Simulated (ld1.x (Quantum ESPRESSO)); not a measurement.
**Ranking PAW potentials for B**

All share these settings but for the change named:

boron (B), PAW, made with ld1.x (Quantum ESPRESSO) 7.5 (PBEsol, non-relativistic). Core [He], reference 2s2 2p1. Waves: 2s (bound): rcut 1.15, rcutus 1.45 bohr; 2s channel at 3 Ry: rcut 1.15, rcutus 1.45 bohr; 2p (bound): rcut 2.05, rcutus 2.15 bohr; 2p channel at 0.05 Ry: rcut 2.05, rcutus 2.15 bohr. Local part: all-electron potential smoothed inside 1.40 bohr (lloc = -2). Core correction: Bessel-smoothed model core inside 1.25 bohr. Augmentation charge: BESSEL, radius 1.20 bohr.

Test errors are all-electron minus pseudo excitation energies from the reference, over 2s2 2p0; 2s1 2p0; 2s2 2p0.5; 2s1 2p2; 2s2 2p1.3; 2s0 2p3; 2s1 2p1. None of these files shows a bound ghost.

The base gives 5.8 meV.

Of 9 variants that were run, those that failed, showed a ghost or another fault, or gave nearly equal values are left out.

A variant can come out equal or close to the base, since the largest error may sit in a test that the change hardly touches while other tests move.

Problem. Rank these variants by their largest absolute test error, smallest first.
A. waves 2p (bound): rcut 2.05, rcutus 2.36 bohr; 2p channel at 0.05 Ry: rcut 2.05, rcutus 2.36 bohr
B. waves 2p (bound): rcut 2.05, rcutus 3.20 bohr; 2p channel at 0.05 Ry: rcut 2.05, rcutus 3.20 bohr
C. waves 2p (bound): rcut 2.05, rcutus 2.50 bohr; 2p channel at 0.05 Ry: rcut 2.05, rcutus 2.50 bohr
D. waves 2p (bound): rcut 2.05, rcutus 2.74 bohr; 2p channel at 0.05 Ry: rcut 2.05, rcutus 2.74 bohr
E. waves 2p (bound): rcut 1.30, rcutus 1.38 bohr; 2p channel at 0.05 Ry: rcut 1.30, rcutus 1.38 bohr

Solution. D (4.1 meV), E (5.7 meV), C (10.2 meV), B (13.8 meV), A (16.8 meV).
